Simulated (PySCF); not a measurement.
C5H14OSi2.
Structure used (PBE0-D3(BJ)/def2-SVP), in Å, numbered top down from 1:
```xyz
22
C5H14OSi2 angstrom
C      2.748   -0.401   -0.145
C      1.723   -0.295   -1.272
C      0.370    0.153   -0.772
C     -0.073    1.402   -1.026
Si    -1.662    2.213   -0.472
Si    -0.629   -1.142    0.198
C     -2.212   -1.521   -0.730
O     -0.890   -0.701    1.788
H      2.908    0.579    0.329
H      3.716   -0.763   -0.524
H      2.415   -1.098    0.640
H      1.628   -1.281   -1.763
H      2.084    0.407   -2.043
H      0.585    2.052   -1.628
H     -2.672    2.290   -1.573
H     -2.292    1.462    0.662
H     -1.383    3.604   -0.001
H      0.200   -2.379    0.284
H     -2.814   -2.267   -0.187
H     -1.967   -1.935   -1.721
H     -2.835   -0.627   -0.888
H     -1.339    0.140    1.919
```

Computed with PySCF at PBE0/pcSseg-1, non-relativistic, on one gas-phase PBE0-D3(BJ)/def2-SVP geometry that isn't relaxed in the solvent. The solvent is an IEF-PCM continuum (van der Waals radii × 1.2). Only the electrostatic response of the medium enters.

| run | E − E(gas) (kcal/mol) | HOMO (eV) | HOMO–LUMO gap (eV) | dipole (D) |
| --- | --- | --- | --- | --- |
| gas | 0.00 | -7.62 | 6.70 | 1.53 |
| P | -3.18 | -7.51 | 6.70 | 1.81 |
| Q | -3.68 | -7.51 | 6.70 | 1.85 |

Q: The runs were made in chloroform and tetrahydrofuran. Which run belongs to which solvent?

A: P = chloroform, Q = tetrahydrofuran. The dielectric constants are 4.711 (chloroform), 7.426 (tetrahydrofuran), and the energy falls further as ε rises. In this model the ground state sees the solvent through ε alone.

Q: How constant is the ratio of the lowering to (ε − 1)/(2ε + 1)?

A: 
```tsv
solvent	(ε − 1)/(2ε + 1)	E − E(gas) (kcal/mol)	ratio (kcal/mol)	polarisation term (kcal/mol)
chloroform	0.356	-3.18	-8.9	-3.39
tetrahydrofuran	0.405	-3.68	-9.1	-3.97
```

The ratio changes by +1.7 % in size from chloroform to tetrahydrofuran. The polarisation term is half the interaction of the solute with the induced surface charges.
